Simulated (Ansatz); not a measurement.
# Molecular dynamics of AlF₂H₃O

Input file:

```yaml
crystal:
  periodic: [false, false, false]
  atoms:
    - { symbol: Al, position_ang: [0.052293, -0.248003, -0.065652] }
    - { symbol: H, position_ang: [0.005728, -0.047449, 1.67517] }
    - { symbol: F, position_ang: [1.461615, 0.317988, -0.729244] }
    - { symbol: F, position_ang: [-1.400001, 0.131131, -0.776378] }
    - { symbol: O, position_ang: [0.115968, -1.946505, 0.601745] }
    - { symbol: H, position_ang: [-0.557012, -2.63557, 0.500791] }
    - { symbol: H, position_ang: [-0.007291, -1.096693, 1.517568] }
basis:
  gaussian: { orbitals: def2-SVP }
hamiltonian:
  xc: b3lyp
md:
  timestep: 0.5
  n_steps: 200
  ensemble: nve
  temperature: 300.0
  initial_velocities: maxwell_boltzmann
  seed: 9152
```

Command:

```bash
$ ansatz run input.yaml --threads 1 --pin off --max-ram 2048MiB --backend cpu --events-out ev --progress --plain --runs-dir out
```

It starts at the highest image of a converged band, a first-order saddle point between two minima.

Output, in part (one step line in 4, the closing report, with atoms numbered from 0):

```
md step     0: t =     0.00 fs  T =   300.0 K  F+E_penalty+E_count = -14123.11051962 eV  E_kin = 0.193890 eV  conserved = -14122.91662962 eV  (23 SCF iters)
md step     4: t =     2.00 fs  T =   226.5 K  F+E_penalty+E_count = -14123.06168715 eV  E_kin = 0.146357 eV  conserved = -14122.91532970 eV  (27 SCF iters)
md step     8: t =     4.00 fs  T =   230.4 K  F+E_penalty+E_count = -14123.06532517 eV  E_kin = 0.148920 eV  conserved = -14122.91640489 eV  (28 SCF iters)
md step    12: t =     6.00 fs  T =   162.0 K  F+E_penalty+E_count = -14123.02007496 eV  E_kin = 0.104721 eV  conserved = -14122.91535347 eV  (27 SCF iters)
md step    16: t =     8.00 fs  T =   228.4 K  F+E_penalty+E_count = -14123.06377508 eV  E_kin = 0.147598 eV  conserved = -14122.91617713 eV  (24 SCF iters)
md step    20: t =    10.00 fs  T =   244.9 K  F+E_penalty+E_count = -14123.07392107 eV  E_kin = 0.158249 eV  conserved = -14122.91567209 eV  (27 SCF iters)
md step    24: t =    12.00 fs  T =   320.2 K  F+E_penalty+E_count = -14123.12314627 eV  E_kin = 0.206929 eV  conserved = -14122.91621701 eV  (27 SCF iters)
md step    28: t =    14.00 fs  T =   412.5 K  F+E_penalty+E_count = -14123.18210808 eV  E_kin = 0.266591 eV  conserved = -14122.91551663 eV  (27 SCF iters)
md step    32: t =    16.00 fs  T =   628.7 K  F+E_penalty+E_count = -14123.32242658 eV  E_kin = 0.406356 eV  conserved = -14122.91607105 eV  (28 SCF iters)
md step    36: t =    18.00 fs  T =   831.3 K  F+E_penalty+E_count = -14123.45349402 eV  E_kin = 0.537258 eV  conserved = -14122.91623601 eV  (27 SCF iters)
md step    40: t =    20.00 fs  T =  1006.8 K  F+E_penalty+E_count = -14123.56669752 eV  E_kin = 0.650700 eV  conserved = -14122.91599707 eV  (27 SCF iters)
md step    44: t =    22.00 fs  T =  1158.8 K  F+E_penalty+E_count = -14123.66528542 eV  E_kin = 0.748935 eV  conserved = -14122.91635066 eV  (27 SCF iters)
md step    48: t =    24.00 fs  T =  1231.0 K  F+E_penalty+E_count = -14123.71167441 eV  E_kin = 0.795614 eV  conserved = -14122.91606027 eV  (27 SCF iters)
md step    52: t =    26.00 fs  T =  1304.3 K  F+E_penalty+E_count = -14123.75953542 eV  E_kin = 0.842990 eV  conserved = -14122.91654511 eV  (27 SCF iters)
md step    56: t =    28.00 fs  T =  1263.5 K  F+E_penalty+E_count = -14123.73230977 eV  E_kin = 0.816621 eV  conserved = -14122.91568919 eV  (28 SCF iters)
md step    60: t =    30.00 fs  T =  1256.0 K  F+E_penalty+E_count = -14123.72811622 eV  E_kin = 0.811771 eV  conserved = -14122.91634485 eV  (27 SCF iters)
md step    64: t =    32.00 fs  T =  1182.4 K  F+E_penalty+E_count = -14123.68016030 eV  E_kin = 0.764172 eV  conserved = -14122.91598839 eV  (27 SCF iters)
md step    68: t =    34.00 fs  T =  1163.3 K  F+E_penalty+E_count = -14123.66783893 eV  E_kin = 0.751829 eV  conserved = -14122.91600969 eV  (28 SCF iters)
md step    72: t =    36.00 fs  T =  1151.4 K  F+E_penalty+E_count = -14123.66011020 eV  E_kin = 0.744159 eV  conserved = -14122.91595155 eV  (29 SCF iters)
md step    76: t =    38.00 fs  T =  1173.1 K  F+E_penalty+E_count = -14123.67422438 eV  E_kin = 0.758177 eV  conserved = -14122.91604764 eV  (27 SCF iters)
md step    80: t =    40.00 fs  T =  1180.4 K  F+E_penalty+E_count = -14123.67923032 eV  E_kin = 0.762917 eV  conserved = -14122.91631337 eV  (28 SCF iters)
md step    84: t =    42.00 fs  T =  1152.8 K  F+E_penalty+E_count = -14123.66075947 eV  E_kin = 0.745082 eV  conserved = -14122.91567750 eV  (28 SCF iters)
md step    88: t =    44.00 fs  T =  1174.4 K  F+E_penalty+E_count = -14123.67564738 eV  E_kin = 0.758990 eV  conserved = -14122.91665715 eV  (28 SCF iters)
md step    92: t =    46.00 fs  T =  1119.8 K  F+E_penalty+E_count = -14123.63929638 eV  E_kin = 0.723719 eV  conserved = -14122.91557697 eV  (28 SCF iters)
md step    96: t =    48.00 fs  T =  1127.4 K  F+E_penalty+E_count = -14123.64514624 eV  E_kin = 0.728647 eV  conserved = -14122.91649943 eV  (28 SCF iters)
md step   100: t =    50.00 fs  T =  1052.6 K  F+E_penalty+E_count = -14123.59566094 eV  E_kin = 0.680287 eV  conserved = -14122.91537354 eV  (28 SCF iters)
md step   104: t =    52.00 fs  T =  1095.7 K  F+E_penalty+E_count = -14123.62520854 eV  E_kin = 0.708178 eV  conserved = -14122.91703094 eV  (28 SCF iters)
md step   108: t =    54.00 fs  T =  1004.2 K  F+E_penalty+E_count = -14123.56434307 eV  E_kin = 0.649026 eV  conserved = -14122.91531728 eV  (29 SCF iters)
md step   112: t =    56.00 fs  T =  1019.6 K  F+E_penalty+E_count = -14123.57558453 eV  E_kin = 0.658971 eV  conserved = -14122.91661357 eV  (29 SCF iters)
md step   116: t =    58.00 fs  T =   927.0 K  F+E_penalty+E_count = -14123.51443089 eV  E_kin = 0.599095 eV  conserved = -14122.91533587 eV  (22 SCF iters)
md step   120: t =    60.00 fs  T =   969.7 K  F+E_penalty+E_count = -14123.54353862 eV  E_kin = 0.626693 eV  conserved = -14122.91684591 eV  (29 SCF iters)
md step   124: t =    62.00 fs  T =   894.9 K  F+E_penalty+E_count = -14123.49379711 eV  E_kin = 0.578351 eV  conserved = -14122.91544601 eV  (23 SCF iters)
md step   128: t =    64.00 fs  T =   927.0 K  F+E_penalty+E_count = -14123.51564487 eV  E_kin = 0.599135 eV  conserved = -14122.91650943 eV  (27 SCF iters)
md step   132: t =    66.00 fs  T =   891.1 K  F+E_penalty+E_count = -14123.49143304 eV  E_kin = 0.575890 eV  conserved = -14122.91554277 eV  (22 SCF iters)
md step   136: t =    68.00 fs  T =   962.6 K  F+E_penalty+E_count = -14123.53840887 eV  E_kin = 0.622098 eV  conserved = -14122.91631047 eV  (29 SCF iters)
md step   140: t =    70.00 fs  T =   981.0 K  F+E_penalty+E_count = -14123.54996525 eV  E_kin = 0.634026 eV  conserved = -14122.91593920 eV  (29 SCF iters)
md step   144: t =    72.00 fs  T =  1037.7 K  F+E_penalty+E_count = -14123.58698525 eV  E_kin = 0.670648 eV  conserved = -14122.91633701 eV  (28 SCF iters)
md step   148: t =    74.00 fs  T =  1054.7 K  F+E_penalty+E_count = -14123.59775490 eV  E_kin = 0.681670 eV  conserved = -14122.91608511 eV  (29 SCF iters)
md step   152: t =    76.00 fs  T =  1057.1 K  F+E_penalty+E_count = -14123.59907252 eV  E_kin = 0.683227 eV  conserved = -14122.91584508 eV  (28 SCF iters)
md step   156: t =    78.00 fs  T =  1040.3 K  F+E_penalty+E_count = -14123.58888111 eV  E_kin = 0.672375 eV  conserved = -14122.91650586 eV  (29 SCF iters)
md step   160: t =    80.00 fs  T =   975.6 K  F+E_penalty+E_count = -14123.54635420 eV  E_kin = 0.630524 eV  conserved = -14122.91583046 eV  (24 SCF iters)
md step   164: t =    82.00 fs  T =   983.5 K  F+E_penalty+E_count = -14123.55204343 eV  E_kin = 0.635663 eV  conserved = -14122.91638036 eV  (29 SCF iters)
md step   168: t =    84.00 fs  T =   959.3 K  F+E_penalty+E_count = -14123.53529466 eV  E_kin = 0.620008 eV  conserved = -14122.91528621 eV  (29 SCF iters)
md step   172: t =    86.00 fs  T =  1043.5 K  F+E_penalty+E_count = -14123.59124729 eV  E_kin = 0.674404 eV  conserved = -14122.91684293 eV  (28 SCF iters)
md step   176: t =    88.00 fs  T =  1027.3 K  F+E_penalty+E_count = -14123.57934465 eV  E_kin = 0.663924 eV  conserved = -14122.91542074 eV  (28 SCF iters)
md step   180: t =    90.00 fs  T =  1126.4 K  F+E_penalty+E_count = -14123.64489358 eV  E_kin = 0.728019 eV  conserved = -14122.91687408 eV  (29 SCF iters)
md step   184: t =    92.00 fs  T =  1082.8 K  F+E_penalty+E_count = -14123.61512211 eV  E_kin = 0.699789 eV  conserved = -14122.91533353 eV  (28 SCF iters)
md step   188: t =    94.00 fs  T =  1139.8 K  F+E_penalty+E_count = -14123.65357287 eV  E_kin = 0.736677 eV  conserved = -14122.91689624 eV  (28 SCF iters)
md step   192: t =    96.00 fs  T =  1049.6 K  F+E_penalty+E_count = -14123.59356909 eV  E_kin = 0.678357 eV  conserved = -14122.91521209 eV  (27 SCF iters)
md step   196: t =    98.00 fs  T =  1087.9 K  F+E_penalty+E_count = -14123.61999834 eV  E_kin = 0.703105 eV  conserved = -14122.91689297 eV  (24 SCF iters)
md step   200: t =   100.00 fs  T =   995.0 K  F+E_penalty+E_count = -14123.55860048 eV  E_kin = 0.643070 eV  conserved = -14122.91553004 eV  (25 SCF iters)
Total energy: -14123.55889554 eV, -519.0312161190 hartree
Atom 0 at    -0.034798    -0.560311    -0.273220 Å, force     1.101558     1.990486    -0.881522 eV/Å
Atom 1 at     0.675135     3.708546     4.474586 Å, force    -0.043915    -0.846762    -0.315210 eV/Å
Atom 2 at     1.432131     0.312682    -0.430236 Å, force    -1.500468    -0.658177     0.163801 eV/Å
Atom 3 at    -1.434195     0.259815    -0.742241 Å, force     0.756999    -0.697618     0.449883 eV/Å
Atom 4 at     0.242989    -2.138480     0.177929 Å, force    -1.562234    -1.763481     0.879834 eV/Å
Atom 5 at    -0.430752    -2.805391     0.491657 Å, force     1.203756     1.128209    -0.612439 eV/Å
Atom 6 at     0.712349     4.398449     4.731173 Å, force     0.044303     0.847343     0.315653 eV/Å
Dipole moment:    -0.394265    -0.452724     0.242399 e Å
```

The run went to its last step. The conserved energy stayed within 0.26 meV per atom of its start (net change 0.16 meV per atom), so the integration is sound. The kinetic energy rose, since the run started high on the potential surface and went downhill. It ends in pieces (AlF2HO + H2), so much of that is their flight and rotation, not heat. A run of 0.1 ps of so small a system gives no equilibrium averages. The orbitals stay closed-shell, which can raise the energy where a bond breaks towards radicals; this wasn't checked here.

Between its relaxed ends the band would form H2–H7 and break Al1–H2, O5–H7. These pairs go: H2–H7 1.06 → 0.74 Å, Al1–H2 1.75 → 6.42 Å, O5–H7 1.26 → 7.98 Å. In the last frame they stand as after the step (other bonds may differ from the relaxed reactants and products). Also parted: Al1–H7 1.80 → 7.08 Å. It ends as AlF2HO + H2. Pairs count as bonded within 1.25 times the sum of covalent radii (0.12 Å more for H–H).

Last frame:

```xyz
7
Properties=species:S:1:pos:R:3
Al -0.035 -0.560 -0.273
H 0.675 3.708 4.475
F 1.432 0.313 -0.430
F -1.434 0.260 -0.742
O 0.243 -2.139 0.178
H -0.431 -2.805 0.492
H 0.712 4.398 4.731
```

Time of the run: 6.9 min on 1 thread of Arm Neoverse V2, with other jobs on the host, peak memory 0.16 GiB.
